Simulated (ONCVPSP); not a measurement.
cadmium, ONCV: configuration errors across variants

* Element: Cd
* Generator: ONCVPSP 4.0.1
* Type: optimised norm-conserving Vanderbilt (ONCV)
* Functional: PBE
* Relativity: scalar-relativistic
* Frozen core: [Ar] 3d10 4s2
* Valence charge: 18
* Reference configuration: 4p6 4d10 5s1.5 (charge +0.5)
* Partial waves: 5s: rc 1.75 bohr, ncon 3, nbas 6, qcut 4.6 1/bohr, 2 projectors, debl 1.8 Ha; 4p: rc 1.35 bohr, ncon 3, nbas 7, qcut 8.3 1/bohr, 3 projectors, debl 3.6 Ha; 4d: rc 1.90 bohr, ncon 4, nbas 9, qcut 7.7 1/bohr, 2 projectors, debl 0.4 Ha; f scattering state at 0.06 Ha: rc 1.60 bohr, ncon 3, nbas 6, qcut 7.6 1/bohr, 2 projectors, debl 1.2 Ha
* Local potential: polynomial inside 1.10 bohr (lpopt 5, dvloc0 0 Ha)
* Core correction: Teter function, fcfact 3.75, rcfact 1.4

In the d channel the program set the typed energies aside and used -0.586, 0.250 Ha.

All-electron excitation energies from the reference (eV): (1) 4p6 4d10 5s2 -3.711; (2) 4p6 4d10 5s1 5.562; (3) 4p6 4d10 5s0 22.688; (4) 4p6 4d10 5s0 5p2 5.960.

A true bound ghost makes a file unfit for plane-wave use even where its test errors are small: the radial tests pick states by their node count and pass the ghost by.

Errors AE − PS in meV (a dash: test not solved or not reliable):

```csv
change,(1),(2),(3),(4),bound ghosts,GHOST(+) flags above zero
base,+0.7,-2.5,-17,-15,s,s
"local potential polynomial inside 1.10 bohr (lpopt 5, dvloc0 -2 Ha)",+0.7,-2.5,-17,-15,s,s
"local potential polynomial inside 1.10 bohr (lpopt 5, dvloc0 -1 Ha)",+0.7,-2.5,-17,-15,s,s
"local potential polynomial inside 1.10 bohr (lpopt 5, dvloc0 2 Ha)",+0.8,-2.3,-15,-13,s,none
"local potential polynomial inside 1.10 bohr (lpopt 5, dvloc0 4 Ha)",+0.7,-2.4,-17,-15,s,none
"local potential polynomial inside 1.10 bohr (lpopt 5, dvloc0 5.5 Ha)",+0.7,-2.5,-17,-15,s,none
"local potential polynomial inside 1.10 bohr (lpopt 5, dvloc0 7 Ha)",+0.7,-2.5,-17,-15,s,none
"local potential polynomial inside 1.10 bohr (lpopt 5, dvloc0 8 Ha)",+0.7,-2.5,-17,-15,s,none
"local potential polynomial inside 1.10 bohr (lpopt 5, dvloc0 9 Ha)",+0.7,-2.5,-17,-15,s,none
```

Task: Give the same row for: local potential polynomial inside 1.10 bohr (lpopt 5, dvloc0 3 Ha).

Result: +0.7, -2.4, -16, -14; bound ghosts: s; GHOST(+) flags above zero: none.
